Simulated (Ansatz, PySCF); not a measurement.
Noncovalent pair: HCl (SMILES Cl) (first 2 atoms) with CHN (SMILES C#N); geometry from B3LYP-D3(BJ)/def2-TZVP, rigid monomers moved along the line of their centres of mass till H2···N4 is 2.85 Å.
(charge 0, multiplicity 1):
```xyz
5

Cl    -0.34072    -1.53255    -0.63115
H     -0.27153    -0.80216     0.43500
C     -0.05944     1.45527     3.72009
N     -0.11977     0.80672     2.77978
H     -0.00305     2.05985     4.59778
```

Counterpoise-corrected where a basis set is named; no monomer relaxation. Rows marked so take none.

Cores are frozen in the correlated methods. Rows in 6-31G* carry no dispersion term and start afresh at each structure (6-31G* with six Cartesian d functions).

The values were computed with Ansatz (Gaussian orbitals); PySCF for 6-31G* rows, the dispersion terms. Each number belongs to the level named beside it.

Q: Predict the interaction energy from HF/6-31G* (no counterpoise).

A: -2.9 kcal/mol

Ansatz is a quantum-chemistry and plane-wave program.
